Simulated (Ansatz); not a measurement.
`O[CH2][Zn][I]` + HI → `[I][Zn][I]` + CH₃OH at 600 K and 1 bar (ligand exchange at a Zn–C bond).

Gas-phase electronic energies from Ansatz, PBE0-D4/def2-TZVP geometries. CBS: MP2 limit from def2 TZ/QZ plus the TZ coupled-cluster correction, frozen cores. This one scheme is used for every species. def2 core potentials past Kr. For I, Zn outer-core shells are correlated without core-valence functions, which leaves a few kJ/mol of doubt a bond. Scalar relativity is left out up to krypton. One conformer a species, not always the lowest.

```csv
species,CCSD(T)/CBS energy (Eh),H − E (kJ/mol),S (J/(mol·K))
`O[CH2][Zn][I]`,-2190.88580,158.6,419.6
HI,-298.03592,31.6,227.0
`[I][Zn][I]`,-2373.38010,37.8,359.3
CH₃OH,-115.61712,163.6,277.3
```

H − E and S are ideal-gas, rigid-rotor, harmonic terms from PBE0-D4/def2-TZVP, for one conformer and one mirror image of each species. 1 Eh = 2625.50 kJ/mol, R = 8.31446 J/(mol·K).

Problem. By hand: ΔE, ΔH, ΔS and ΔG.

Solution. ΔE = (-2373.38010) + (-115.61712) − (-2190.88580) − (-298.03592) = -0.07550 Eh = -198.2 kJ/mol. Δ(H − E) = 37.8 + 163.6 − 158.6 − 31.6 = 11.2, so ΔH = -187.0 kJ/mol. ΔS = 359.3 + 277.3 − 419.6 − 227.0 = -10.0 J/(mol·K). ΔG = -187.0 − 600 × (-10.0)/1000 = -181.0 kJ/mol.

Problem. By hand: the equilibrium constant, and the temperature at which ΔG would vanish if ΔH and ΔS stayed fixed.

Solution. log₁₀ K = −ΔG/(RT ln 10) = 15.8. ΔG = 0 at ΔH/ΔS = 18700 K, far beyond where these terms or the molecules hold.

The number of gas molecules stays the same, so ΔS is small and ΔH decides. A doubt of 5 kJ/mol in ΔE shifts log₁₀ K by 0.4 here. Other conformers and mirror images would add mixing entropy, several J/(mol·K) or more a flexible species. Modes under 60 cm⁻¹, often nearly free rotors, make the harmonic entropy too high. These are equilibria of isolated gas molecules and say nothing of rates. Largest T1 diagnostic: 0.012 (customary marks: 0.02 for closed shells, 0.045 for open ones).
